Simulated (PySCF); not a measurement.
## CsS from Hartree–Fock to correlated methods

State: ²Π (doublet), unpaired electrons π ↑. Set-up: basis Cs def2-TZVPP with ECP46, S def2-TZVPP; scalar-relativistic core potentials; PySCF 2.14. De refers to Cs + S in their high-spin ground configurations, without counterpoise correction. The functionals are run spin-unrestricted. A positive dipole means Cs(−)S(+).

```csv
Level,Re (Å),ωe (cm⁻¹),De (eV),μ (D),"CPU s a point (SCF and correlation, without the integrals)"
UHF,3.178,185,1.68,-11.89,0.51
UHF-MP2,3.091,194,2.51,n/a,0.94
UHF-SCS-MP2,3.109,191,2.53,n/a,n/a
UHF-CCSD,3.111,191,2.42,n/a,n/a
UHF-CCSD(T),3.104,191,2.48,n/a,41
LDA,3.011,208,3.13,-9.33,0.82
PBE,3.069,194,2.82,-9.70,1.1
PBEsol,3.035,201,2.95,-9.54,0.65
BP86,3.077,193,2.83,-9.89,0.66
r²SCAN,3.084,196,2.90,-10.45,1.5
TPSSh,3.082,197,2.89,-10.31,1.8
PBE0,3.063,199,2.77,-10.29,1.8
HSE06,3.067,198,2.76,-10.27,1.3
```

The bond length runs from 3.011 Å (LDA) to 3.178 Å (UHF). De spans 1.68 eV (UHF, mean field) to 3.13 eV (LDA, local density). Correlation at CCSD(T) changes the Hartree–Fock bond energy by +0.80 eV; the triples alone change it by +0.06 eV.

Correlated steps freeze 5 core orbitals. These are scalar-relativistic numbers at best; spin–orbit coupling would shift them, the dissociation energy most. The state was picked by a PBE0 search and need not be the measured ground state.

The whole job (state search and all levels along the bond) took about 8.4 min on 1 thread of Arm Neoverse V2 (shared host), peak memory 1.9 GiB.
